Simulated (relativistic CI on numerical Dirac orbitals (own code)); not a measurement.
Hyperfine structure of Hg¹¹⁺, mass number 201

Method of calculation: Dirac-Coulomb-Breit CI, orbitals from a KLI potential per configuration, QED by a radiative potential, unscaled Slater integrals (own radial code, finite nucleus).

Configuration list (outside the closed core [Kr] 4d10 4f14): 5s²5p⁶5d, 5s²5p⁶6s, 5s²5p⁶5f, 5s²5p⁵5d², 5s²5p⁶6p, 5s²5p⁶5g, 5s5p⁶5d², 5s²5p⁵5d5f, 5s²5p⁶6d, 5s²5p⁶7s, 5s²5p⁵5d5g, 5s²5p⁵5d6s, 5s²5p⁶7p, 5p⁶5d³, 5p⁵5d⁴. Double excitations out of closed p, d and f shells are left out; levels of such configurations are missing from the list, as are those of other unlisted configurations, and high levels can miss mixing partners. Some configurations lack a partner that the ground configuration has and come out too high, among them 5s²5p⁵5d5f, 5s²5p⁵5d5g, 5s²5p⁵5d6s.

Nuclear spin I = 3/2, μ = -0.558 μN, Q = 0.387 b (tables of Stone and Pyykkö). The electronic factors are computed for point nuclear moments, without core polarisation or the Bohr-Weisskopf and QED corrections.

```json
{"Level": "5s²5p⁶5d ²D3/2", "E (eV)": "0.0000", "A (MHz)": "-1622", "B (MHz)": "1190"}
{"Level": "5s²5p⁶5d ²D5/2", "E (eV)": "3.0872", "A (MHz)": "-645.4", "B (MHz)": "1380"}
{"Level": "5s²5p⁶6s ²S1/2", "E (eV)": "42.5751", "A (MHz)": "-47480", "B (MHz)": ""}
{"Level": "5s²5p⁶6p ²P°1/2", "E (eV)": "57.3727", "A (MHz)": "-13140", "B (MHz)": ""}
{"Level": "5s²5p⁵5d² ⁴D°1/2", "E (eV)": "57.6588", "A (MHz)": "-182.8", "B (MHz)": ""}
{"Level": "5s²5p⁵5d² ⁴D°3/2", "E (eV)": "57.9740", "A (MHz)": "-1962", "B (MHz)": "3450"}
{"Level": "5s²5p⁵5d² ⁴D°7/2", "E (eV)": "61.5619", "A (MHz)": "-1488", "B (MHz)": "-1700"}
{"Level": "5s²5p⁵5d² ⁴G°9/2", "E (eV)": "61.8616", "A (MHz)": "-1994", "B (MHz)": "-8300"}
```

Levels with J = 0, under 50 % of one LS term, or S terms without an open s electron are left out. Small factors come from cancelling terms and can be off by tens of per cent or more.

At this charge transitions that keep the count of f electrons are usually good to a few per cent. Terms inside the open d or f shell come out 10 to 20 % too wide with unscaled integrals. Levels and lines within the n = 5 or 6 shells can be off by up to 10 % or somewhat more, and those that change n by about 2 %, since core polarisation is missing. Levels that differ in their count of f electrons can be misplaced by several ten thousand cm⁻¹, since the correlation energy of f electrons is missing or only estimated; rates across such gaps can be off by orders of magnitude.

Problem. Give the hyperfine levels of 5s²5p⁶5d ²D3/2 relative to its centre of gravity.

Solution. With K = F(F + 1) − I(I + 1) − J(J + 1), E = AK/2 + B[¾K(K + 1) − I(I + 1)J(J + 1)]/[2I(2I − 1)J(2J − 1)]: F = 0: 7564, F = 1: 4756, F = 2: 327.1, F = 3: -3353 MHz.

LS names give the leading component of a level, which can be under half, so a name can repeat, a term be missing and a line seem to break the LS rules.
